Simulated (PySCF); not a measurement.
**Electronic absorption of Si(vinyl)2Me2**

Compound: Si(vinyl)2Me2, C6H12Si.
SMILES: `C=C[Si](C)(C)C=C`

Method: PySCF 2.14.0, density-fitted response routines, TDDFT PBE0/def2-SVPD, vertical, gas phase, core orbitals frozen in the response. Isolated species at its PBE0-D3(BJ)/def2-SVP geometry (one conformer only).

| state | λ (nm) | E (eV) | f | main configurations (H = HOMO, L = LUMO) |
| --- | --- | --- | --- | --- |
| S1 | 202.5 | 6.12 | 0.015 | H→L (83%), H-1→L+1 (11%) |
| S2 | 197.4 | 6.28 | 0.013 | H→L+1 (48%), H-1→L (34%), H-2→L+1 (10%) |
| S3 | 195.3 | 6.35 | 0.0037 | H-2→L (75%), H-3→L+1 (8%) |
| S4 | 192.5 | 6.44 | 0.022 | H-2→L+1 (51%), H-3→L (20%), H→L+1 (16%) |
| S5 | 181.1 | 6.85 | 0.084 | H-1→L+1 (61%) |
| S6 | 178.7 | 6.94 | 0.039 | H-3→L (46%), H-2→L+1 (30%), H-1→L+1 (9%) |
| S7 | 175.2 | 7.08 | 0.390 | H-1→L (42%), H→L+1 (24%), H-4→L+1 (12%) |
| S8 | 174.1 | 7.12 | 0.0054 | H-3→L+1 (65%), H-4→L (16%) |
| S9 | 171.8 | 7.22 | 0.095 | H→L+2 (90%) |
| S10 | 165.0 | 7.51 | 0.055 | H-1→L+2 (73%), H→L+4 (13%) |

Triplets, Tamm–Dancoff:

| state | E (eV) | λ (nm) | main configurations (H = HOMO, L = LUMO) |
| --- | --- | --- | --- |
| T1 | 4.11 | 301.3 | H→L (34%), H-1→L (27%), H-1→L+1 (17%) |
| T2 | 4.14 | 299.8 | H→L+1 (34%), H-1→L+1 (21%), H-1→L (19%) |
| T3 | 5.72 | 216.6 | H-2→L (72%), H-3→L+1 (19%) |
| T4 | 5.80 | 213.9 | H-2→L+1 (55%), H-3→L (26%) |

The lowest singlet comes at 202 nm (591 kJ/mol) in the ultraviolet; it is weak; its leading configuration is HOMO→LUMO (83%). The strongest level in the table is S7 at 7.08 eV (175 nm, f = 0.390). Löwdin shares by element: HOMO carbon 65% or more (atoms not listed hold the other 35%); LUMO carbon 70% or more (atoms not listed hold the other 30%). Orbital energies (eV): HOMO-3 -8.54, HOMO-2 -8.29, HOMO-1 -7.86, HOMO -7.51, LUMO -0.40, LUMO+1 -0.24, LUMO+2 0.71. The listed states span 1.39 eV, and the widest gap between neighbours is 0.41 eV (S4 to S5). Of the 10 states listed, 8 reach f = 0.01 and none stays under 0.0005. No computed singlet lies in the visible range (380 to 750 nm); the lowest, at 202 nm, stands 2.86 eV above its violet end (3.26 eV). Singlets were solved by full linear response, triplets in the Tamm–Dancoff approximation.
